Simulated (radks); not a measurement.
Coulomb parameter of the 5d shell of the osmium ion Os+ in the model configuration [Xe] 4f14 5d6 6s1, as a second difference U = [E(n + 0.5) + E(n - 0.5) - 2 E(n)] / (0.5)^2 with all orbitals relaxed. "Bare": the charge of the atom changes with n. "Screened": the 6s shell takes up the change at fixed total charge, which measures U(5d,5d) + U(6s,6s) - 2 U(5d,6s). Calculated with a radial shooting solver on a logarithmic mesh with Libxc functionals: scalar-relativistic Kohn-Sham, PBE, spin-unpolarised, spherical densities, point nucleus.

| case | configuration | E - E(n) (eV) |
|---|---|---|
| start | [Xe] 4f14 5d6 6s1 | 0.000 |
| bare +0.5 | [Xe] 4f14 5d6.5 6s1 | -5.811 |
| bare -0.5 | [Xe] 4f14 5d5.5 6s1 | 8.395 |
| screened +0.5 | [Xe] 4f14 5d6.5 6s0.5 | -0.382 |
| screened -0.5 | [Xe] 4f14 5d5.5 6s1.5 | 0.623 |

U(bare) = 10.337 eV, U(screened by 6s) = 0.964 eV, against the Slater integral F0(5d,5d) = 14.104 eV with frozen orbitals.
